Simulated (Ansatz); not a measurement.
System: C₂H₇Si, net charge 0, doublet state. It need not be the lowest isomer of its formula. 
Structure (B3LYP-D3(BJ)/def2-TZVP (Ansatz, a program for electronic structure) minimum search):
```xyz
10

C     -1.7255    -0.5109     0.1624
C     -0.5631     0.3864     0.4233
Si     1.1297     0.1176    -0.2512
H     -2.5446     0.0310    -0.3268
H     -2.1420    -0.9052     1.0977
H     -1.4693    -1.3626    -0.4701
H     -0.7613     1.2484     1.0535
H      1.6656    -1.2051     0.1693
H      2.0492     1.1808     0.2178
H      1.1176     0.1137    -1.7391
```
Charge 0, spin multiplicity 2.

Basis-set convergence of Hartree-Fock and CCSD(T) correlation energies (hartree) with Ansatz. Valence correlation only, unless marked. UHF or UKS for open shells. Spin-orbit coupling is left out. No relativistic terms.

```tsv
basis	functions	E(HF)	E(corr, CCSD(T))
aug-cc-pV(D+d)Z	141	-368.71252	-0.45175
aug-cc-pV(T+d)Z	308	-368.74586	-0.52745
aug-cc-pV(Q+d)Z	571	-368.75400	-0.54856
```

Extrapolating the two largest sets (X = 3 and 4) as X^-3: E(corr) = (64·(-0.54856) - 27·(-0.52745))/37 = -0.5640 Eh, an estimate of the basis-set limit. The largest set recovers 97.3 % of it, the smallest 80.1 %.
